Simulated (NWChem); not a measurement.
Species: C3H5FO2; SMILES [C@H](C)(C(=O)O)F

```xyz
11

C      1.2242    -1.3140    -0.4906
C      0.1234    -0.6769     0.3267
F     -1.0613    -1.3321     0.1287
C     -0.0114     0.8040     0.0123
O      0.9283     1.5547     0.0153
O     -1.2616     1.1796    -0.2405
H      0.9641    -1.2928    -1.5592
H      2.1623    -0.7627    -0.3441
H      1.3642    -2.3594    -0.1833
H      0.3694    -0.7330     1.4039
H     -1.2297     2.1351    -0.4073
```
Atoms are numbered in this order, from 1.

Level: PBE0/def2-SVP (NWChem), optimised geometry, unscaled harmonic frequencies. 

Problem. List the harmonic frequencies with IR intensities, and the thermochemistry.

Solution. 
```csv
frequency (cm⁻¹),IR intensity (km/mol)
41,4.7
235,0.7
248,5.8
311,0.4
409,1.8
522,0.8
568,58.5
657,90.3
764,55.8
831,11.6
939,3.7
1070,21.3
1141,24.7
1193,84.3
1217,190.2
1323,5.7
1354,20.8
1388,27.8
1438,62.5
1459,29.0
1478,31.9
1899,271.4
3060,14.4
3076,7.2
3178,7.2
3196,2.1
3799,90.4
```

```
Property                                                                            Value
-----------------------------------------------------------------------  ----------------
zero-point energy                                                           52.6 kcal/mol
thermal correction to the enthalpy at 298.15 K (with zero-point energy)     57.1 kcal/mol
heat capacity Cv                                                         21.2 cal/(mol K)
entropy at 298.15 K and 1 atm (symmetry number 1)                        79.4 cal/(mol K)
dipole moment                                                                      0.17 D
```

Rigid rotor and harmonic oscillator; modes under 100 cm⁻¹ make the entropy uncertain.
